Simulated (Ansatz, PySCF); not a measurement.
A series of H-N bond dissociation energy values:

A. N[Si](F)(F)F → [NH][Si](F)(F)F + H atom
B. N[SiH2]N[SiH3] -> [NH][SiH2]N[SiH3] + H atom
C. NB(N)Br -> [NH]B(N)Br + H atom
D. CN[SiH3] -> C[N][SiH3] + H atom

Quantity: bond dissociation energy (enthalpy at 298 K, with B3LYP-D3(BJ) rigid-rotor harmonic-oscillator terms), kcal/mol. Geometries: B3LYP-D3(BJ)/def2-TZVP minima from Ansatz (a program for electronic structure), one conformer each, not searched for the lowest. Frequencies are from Ansatz or PySCF. Valence correlation only, unless marked. UHF or UKS for open shells. Spin-orbit coupling is left out. The frozen core is the preceding noble-gas configuration, with the filled d and f shells of earlier blocks. Non-relativistic. CBS(X,Y): correlation extrapolated as X^-3; Hartree-Fock from the larger set.

|  | MP2/cc-pV(D+d)Z (Ansatz) | SCS-MP2/cc-pV(T+d)Z (Ansatz) | CCSD/cc-pV(Q+d)Z (Ansatz) | CCSD(T)/CBS(cc-pV(T+d)Z,cc-pV(Q+d)Z) (Ansatz) |
|---|---|---|---|---|
| A | 109.8 | 115.8 | 114.3 | 116.6 |
| B | 105.9 | 112.1 | 109.9 | 112.0 |
| C | 108.6 | 114.9 | 112.8 | 114.7 |
| D | 99.9 | 105.8 | 102.6 | 104.2 |
